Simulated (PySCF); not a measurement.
ammonia borane (BH6N), SMILES [BH3-][NH3+]. Atoms are numbered in the order given.

```xyz
8

B      0.0000     0.0000    -0.9299
N      0.0000     0.0000     0.7283
H      0.0000    -1.1673    -1.2413
H      1.0110     0.5837    -1.2413
H     -1.0110     0.5837    -1.2413
H     -0.8217    -0.4744     1.0916
H      0.0000     0.9488     1.0916
H      0.8217    -0.4744     1.0916
```

Coordinates come from a B3LYP-D3(BJ)/def2-TZVP optimisation.

Two levels are set side by side: PBE/pcJ-1 (PySCF) and PBE0/pcJ-1 (PySCF). One-bond couplings, all four terms, same geometry. Isotopes: 11B, 14N, 1H. Differences are taken from unrounded values.

```csv
quantity,PBE0,PBE,PBE minus PBE0
"¹J(B1,N2) (Hz)",0.9,0.7,-0.3
"¹J(B1,H3) (Hz)",102.7,101.5,-1.3
"¹J(B1,H4) (Hz)",102.7,101.5,-1.3
"¹J(B1,H5) (Hz)",102.7,101.5,-1.3
"¹J(N2,H6) (Hz)",49.4,47.1,-2.3
"¹J(N2,H7) (Hz)",49.4,47.1,-2.3
"¹J(N2,H8) (Hz)",49.4,47.1,-2.3
```

Rough cost on one machine, each run with all the roots and properties that it gave: PBE0 against PBE about 2 times.
